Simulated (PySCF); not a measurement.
Compound: C₁₀H₁₀O.
SMILES: `O=C(c1ccccc1)C1CC1`

Torsions of this conformer, `[O:1]=[C:2]([c:3]1[cH:4][cH:5][cH:6][cH:7][cH:8]1)[CH:9]1[CH2:10][CH2:11]1`: O1–C2–C3–C4 -174°, O1–C2–C9–C10 41°.

The closed-shell ground state was solved at several levels (PySCF, density fitting, gas phase, non-relativistic). Geometry: PBE0-D3(BJ)/def2-SVP, one conformer, isolated molecule.

```
            level  basis functions  total energy (Eh)  HOMO (eV)  LUMO (eV)  gap (eV)  dipole (D)
    PBE0/pcSseg-1              237          -461.6874      -7.40      -1.65      5.75        2.84
mPW1PW91/pcSseg-2              536          -462.3401      -7.38      -1.67      5.71        2.86
      B3LYP/pcJ-1              397          -462.3039      -7.10      -1.79      5.31        2.86
```

What might wB97X-D/def2-SVPD (303 basis functions) give for the same quantities?

Total energy -461.8087 Eh, HOMO -9.28 eV, LUMO 0.02 eV, gap 9.30 eV, dipole 2.90 D.

Over all these levels, which gives the widest orbital gap and which the narrowest?

wB97X-D/def2-SVPD (range-separated hybrid) has the widest, 9.30 eV, and B3LYP/pcJ-1 (global hybrid, 20 % exact exchange) the narrowest, 5.31 eV. Functional and basis both differ between the two, so the spread mixes both effects.

How far do the dipole and the HOMO energy spread over the levels?

The dipole runs from 2.84 to 2.90 D (mean 2.86 D) and the HOMO from -9.28 to -7.10 eV.

The pairwise dispersion term of wB97X-D wasn't added to the energies; at a given geometry it leaves orbitals and properties as they are.
